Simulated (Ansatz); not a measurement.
BrHInO, SMILES `[OH][In][Br]` radical. The species carries charge 0 and has multiplicity 2. In: def2 effective core potential. The structure was optimised at the PBE0-D4/def2-TZVP level. It is one conformer, not always the lowest.

```xyz
4

O    -1.009    0.047   -0.707
In    0.485    0.497    0.548
Br    2.141   -1.322    1.010
H    -1.617    0.779   -0.851
```

(1) What is the dipole moment at PBE/def2-TZVPP? (Estimate.)

(2) And with r2SCAN, B3LYP, ωB97M-V? (Estimate.)

(3) Give the Mulliken charges with PBE, B3LYP, ωB97M-V in def2-TZVPP. (An estimate is asked.)

Answers

(1) Ansatz gave: 3.24 D, with components (-1.23, 2.99, 0.31) D in this frame, pointing from negative to positive charge.

(2) The calculation gave: r2SCAN 3.42 D, B3LYP 3.46 D, ωB97M-V 3.55 D.

(3) The calculation gave: 
```
atom    PBE  B3LYP  ωB97M-V
  O1  -0.42  -0.47    -0.48
 In2   0.58   0.64     0.65
 Br3  -0.33  -0.35    -0.33
  H4   0.18   0.17     0.17
```

B3LYP here is the variant with VWN-RPA as its local correlation; programs differ in this.
